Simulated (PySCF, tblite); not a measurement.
Bond stretch in H₂ (cation, charge +1), doublet.

- NEVPT2 = SC-NEVPT2 on CASSCF(1,2)/cc-pVQZ, all electrons correlated run with PySCF 2.14.0
- GFN2-xTB, 300 K electronic temperature (tblite)
- UMP2 = PySCF 2.14.0 with MP2 on UHF/cc-pVQZ
- ROKS-BHandHLYP = restricted open-shell BHandHLYP/cc-pVQZ in PySCF 2.14.0

Energies are in kcal/mol, each relative to the lowest point of its own curve near equilibrium.

```
R / Å  NEVPT2    GFN2-xTB  UMP2  ROKS-BHandHLYP
-----  ------  ----------  ----  --------------
0.81     10.9         7.1  10.9            12.5
0.87      5.6         3.3   5.6             6.9
0.94      1.9         0.9   1.9             2.8
0.99      0.6         0.1   0.6             1.1
1.04      0.0         0.0   0.0             0.2
1.05      0.0         0.0   0.0      (withheld)
1.10      0.2         0.5   0.2             0.0
1.12      0.4  (withheld)   0.4             0.1
1.18      1.4  (withheld)   1.4      (withheld)
1.22      2.4         3.0   2.4             1.3
1.27      3.8         4.4   3.8             2.4
1.37      7.2         7.7   7.2      (withheld)
1.46     10.6        10.9  10.6             7.8
1.63     17.5        17.1  17.5            13.2
1.81     24.7        23.3  24.7            18.9
1.96     30.3        27.7  30.3            23.2
2.20     38.3        33.4  38.3      (withheld)
2.40     44.0        36.8  44.0            32.9
2.72     51.0        40.0  51.0            37.3
2.94     54.6        41.0  54.6            39.2
3.27     58.4        41.2  58.4            40.9
3.80     61.7        39.7  61.7            41.7
4.41     63.3           —  63.3            41.4
```

**Question.** What belongs in the gaps?

**Answer.** 
- 1.05, ROKS-BHandHLYP: 0.1
- 1.12, GFN2-xTB: 0.8
- 1.18, GFN2-xTB: 2.0
- 1.18, ROKS-BHandHLYP: 0.7
- 1.37, ROKS-BHandHLYP: 5.0
- 2.20, ROKS-BHandHLYP: 29.1

A dash means that the run gave no value there, or that the column was ended at a point which the program doubted or which failed a test of continuity chosen for this set; such a test can also cut sound points.

At the longest distance ROKS-BHandHLYP leaves fractional charges on the fragments, a sign of delocalisation error or of the restricted form.
